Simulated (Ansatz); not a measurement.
MoO₄H₂, relaxed as a singlet with RKS PBE-D4/def2-SVP in Ansatz, starting from the GFN1-xTB geometry. Force threshold 0.02 eV/Å.

In the def2 sets Mo takes a core potential; there is no spin–orbit coupling. The structure holds one bond between oxygen atoms, so isomers without such links may lie far lower. The structure comes from a short search, and lower isomers may exist.

Start:

```xyz
7

Mo    0.149   -0.260    0.120
O    -0.364   -1.789    0.482
O     0.342    0.653    1.653
O     1.535    0.531    0.948
O    -1.053    0.576   -0.812
H    -1.822    0.877   -1.293
H     1.212   -0.586   -1.098
```

Task: Estimate the energy that the relaxation releases and the steps that it takes.

Result: 104.8 kJ/mol, in 17 steps; 34 s on 2 threads of Arm Neoverse V1 on a shared host. No frequencies were taken in this run, so the end may be a saddle point.

Task: Does the start keep its bonding and symmetry?

Result: By distances, no bond broke or formed. The bond that changes most is Mo1–O4, from 1.80 to 1.94 Å (atoms count from 1).

Task: Predict the relaxed structure.

Result: 
```xyz
7

Mo    0.0264   -0.1708    0.1762
O    -0.4180   -1.7831    0.3773
O     0.5461    0.6020    1.8290
O     1.6850    0.4463    0.9743
O    -1.1286    0.8459   -0.8904
H    -1.8750    0.5303   -1.4355
H     1.1641   -0.4707   -1.0308
```
Bond lengths: 4 × Mo–O 1.68 to 1.94 Å; 1 × O–O 1.43 Å; 1 × H–Mo 1.69 Å; 1 × H–O 0.98 Å.
